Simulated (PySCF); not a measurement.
HOS, SMILES [O]S, multiplicity 2.

Coordinates come from a r2SCAN-D4/def2-TZVPD optimisation.

Method: TDA-PBE/def2-TZVPD (PySCF).

Vertical excitations. Gas-phase values at a fixed geometry.

### Question
Estimate the UV-visible absorptions. (Estimate from the structure and the level; the computed values follow.)

### Answer

```json
[
 {"state": "root 1", "energy (eV)": "2.24", "λ (nm)": "554", "f": "0.000", "main pairs": "β HOMO→LUMO 100 %"},
 {"state": "root 2", "energy (eV)": "4.43", "λ (nm)": "280", "f": "0.000", "main pairs": "α HOMO→LUMO 100 %"},
 {"state": "root 3", "energy (eV)": "5.06", "λ (nm)": "245", "f": "0.007", "main pairs": "α HOMO→LUMO+1 94 %, β HOMO−2→LUMO 5 %"},
 {"state": "root 4", "energy (eV)": "5.23", "λ (nm)": "237", "f": "0.000", "main pairs": "α HOMO−1→LUMO 39 %, β HOMO→LUMO+1 59 %"},
 {"state": "root 5", "energy (eV)": "5.47", "λ (nm)": "227", "f": "0.021", "main pairs": "α HOMO−1→LUMO 15 %, β HOMO−1→LUMO 69 %"},
 {"state": "root 6", "energy (eV)": "5.53", "λ (nm)": "224", "f": "0.000", "main pairs": "β HOMO−2→LUMO 93 %"},
 {"state": "root 7", "energy (eV)": "5.84", "λ (nm)": "212", "f": "0.002", "main pairs": "α HOMO−1→LUMO+1 43 %, β HOMO→LUMO+2 47 %"},
 {"state": "root 8", "energy (eV)": "5.97", "λ (nm)": "208", "f": "0.026", "main pairs": "α HOMO−1→LUMO 37 %, β HOMO→LUMO+1 30 %, β HOMO→LUMO+2 15 %, β HOMO−1→LUMO 14 %"},
 {"state": "root 9", "energy (eV)": "6.56", "λ (nm)": "189", "f": "0.024", "main pairs": "α HOMO→LUMO+2 99 %"},
 {"state": "root 10", "energy (eV)": "6.58", "λ (nm)": "188", "f": "0.075", "main pairs": "α HOMO−1→LUMO+1 48 %, β HOMO→LUMO+2 32 %"}
]
```
Unrestricted roots are not spin-pure.
